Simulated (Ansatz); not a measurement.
Single points on Be₅Te₅⁻.

```yaml
crystal:
  periodic: [false, false, false]
  atoms:
    - {symbol: Be, position_ang: [-1.687123, -0.541318, -0.789318]}
    - {symbol: Be, position_ang: [-0.395216, 0.735237, 1.135799]}
    - {symbol: Be, position_ang: [0.187808, -1.367568, 0.371193]}
    - {symbol: Be, position_ang: [1.839018, 0.494860, 0.712512]}
    - {symbol: Be, position_ang: [0.152153, 0.891938, -1.106663]}
    - {symbol: Te, position_ang: [-1.833134, -2.593818, 0.165690]}
    - {symbol: Te, position_ang: [0.864841, -0.637477, 2.615081]}
    - {symbol: Te, position_ang: [1.948791, -0.798414, -1.266975]}
    - {symbol: Te, position_ang: [-1.887491, 1.147330, -2.290887]}
    - {symbol: Te, position_ang: [0.810353, 2.669231, 0.453578]}
basis:
  gaussian: {orbitals: def2-SVP, initial_orbitals: start.molden}
total_charge: -1
magnetization: {spin_polarized: true, initial_magnetization: 1}
hamiltonian: {xc: pbe0, dispersion: d4}
scf: {omitted_lower_state_checks: [starts]}
output: {forces: true, orbitals: {seedname: orbitals}}
```

The file start.molden holds the orbitals of an earlier run on this structure, at another level or in another basis.

```sh
$ ansatz run in.yaml --threads 4 --pin off --events-out ev --progress --plain --max-ram 6963MiB
```

Shortened log:

```
Functional definition: PBE0
  name "PBE0"
  cite "Adamo & Barone, J. Chem. Phys. 110, 6158 (1999) doi:10.1063/1.478522"
  cite "Perdew, Burke & Ernzerhof, Phys. Rev. Lett. 77, 3865 (1996) doi:10.1103/PhysRevLett.77.3865"
  parent pbe
  parameter a = 0.25
  parameter kappa = 0.804
  parameter beta = 0.06672455060314922
  exchange = (1 - a)*pbe_x(kappa = kappa, mu = beta*pi^2/3) + a*exact_x
  correlation = pbe_c(beta = beta)
these checks for a lower state are left out or cut short: starts
2305 factors; integrals over basis functions are off by at most 1.5e-4 eV
mean field evaluation 1: about -38405.0611 eV, gradient 1.4e2 eV
mean field evaluation 2: about -38430.5802 eV, gradient 3.8e1 eV
mean field evaluation 4: about -38473.9014 eV, gradient 1.4e1 eV
mean field evaluation 8: about -38481.5672 eV, gradient 1.1e-1 eV
mean field evaluation 16: about -38481.5677 eV, gradient 3.9e-5 eV
mean field -38481.56774853 eV, -1414.1715310150 hartree, gradient 1.1e-5 eV, S^2 0.754702; 0 other end points of the search recorded, 0 dependent functions left out
the calculation of the forces begins
reference -38481.56778218 eV, -1414.1715322517 hartree; 71, 70 occupied and 104, 105 virtual orbitals, 2305 factors
Total energy: -38482.41616427 eV, -1414.2027097183 hartree
Atom 0 at    -1.687123    -0.541318    -0.789318 Å, force    -0.176627    -0.070131    -0.103853 eV/Å
Atom 1 at    -0.395216     0.735237     1.135799 Å, force     0.045522     0.113769     0.173471 eV/Å
Atom 2 at     0.187808    -1.367568     0.371193 Å, force     0.011087    -0.183107     0.026405 eV/Å
Atom 3 at     1.839018     0.494860     0.712512 Å, force     0.091027     0.010055     0.012837 eV/Å
Atom 4 at     0.152153     0.891938    -1.106663 Å, force     0.006935     0.097940    -0.157724 eV/Å
Atom 5 at    -1.833134    -2.593818     0.165690 Å, force     0.122586     0.217898    -0.060009 eV/Å
Atom 6 at     0.864841    -0.637477     2.615081 Å, force    -0.042432     0.111432    -0.257054 eV/Å
Atom 7 at     1.948791    -0.798414    -1.266975 Å, force    -0.149746     0.123202     0.191916 eV/Å
Atom 8 at    -1.887491     1.147330    -2.290887 Å, force     0.127506    -0.139436     0.174518 eV/Å
Atom 9 at     0.810353     2.669231     0.453578 Å, force    -0.035859    -0.281623    -0.000506 eV/Å
Dipole moment:     0.463214     0.213275     0.319794 e Å
Checks for a lower state left out: starts
```

It took 23 s on 4 threads of Arm Neoverse V2 on a shared host, peak host memory 1.1 GiB.

First input, but with `gaussian: {orbitals: def2-SVPD, initial_orbitals: start.molden}`, `output: {orbitals: {seedname: orbitals}}` (abridged; 29 s):

```
Functional definition: PBE0
mean field -38481.80777294 eV, -1414.1803517495 hartree, gradient 2.0e-5 eV, S^2 0.754897
Total energy: -38482.65620369 eV, -1414.2115310043 hartree
Checks for a lower state left out: starts
```

Geometry: PBE-D4/def2-SVP.

In the def2 sets Te takes a core potential; there is no spin–orbit coupling. The structure comes from a short search, and lower isomers may exist.
